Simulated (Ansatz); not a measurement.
# Worked example: SnH2F2 + C3H6F → SnH2F + C3H6F2

Species: SnH2F2 `[F][SnH2][F]`, singlet; C3H6F `C[CH]CF`, doublet; SnH2F `[F][SnH2]`, doublet; C3H6F2 `CC(F)CF`, singlet. A radical takes F: the energy is the difference in strength between the Sn–F bond broken and the C–F bond made.

Shapes, held fixed at every level: PBE0-D4/def2-TZVP. Flexible molecules stand in one conformer, not always the lowest. Programs: Ansatz 0.2.0. The zero-point and thermal change to 298 K, harmonic and unscaled (PBE0-D4/def2-TZVP), is +7.2 kJ/mol.

At CCSD(T)/def2-TZVPP; 1 Eh = 2625.50 kJ/mol:

```
species  energy (Eh)
 SnH2F2  -414.387917
  C3H6F  -217.380533
  SnH2F  -314.575719
 C3H6F2  -317.187558
```

Work out ΔH(298 K) of the reaction at this level.


1. Products less reactants: (-314.575719) + (-317.187558) − [(-414.387917) + (-217.380533)] = 0.005173 Eh = +13.6 kJ/mol.
2. With the thermal change: +13.6 + (+7.2) = +20.8 kJ/mol.

Other levels give -7.0 (SPW92/def2-TZVPP) to +29.8 kJ/mol (r2SCAN-D4/def2-TZVPP). No measured value is set beside it here. Open shells run unrestricted. For atoms past krypton def2 sets carry core potentials with scalar relativity. Outer-core shells of Sn are correlated, in sets that cover them unevenly.
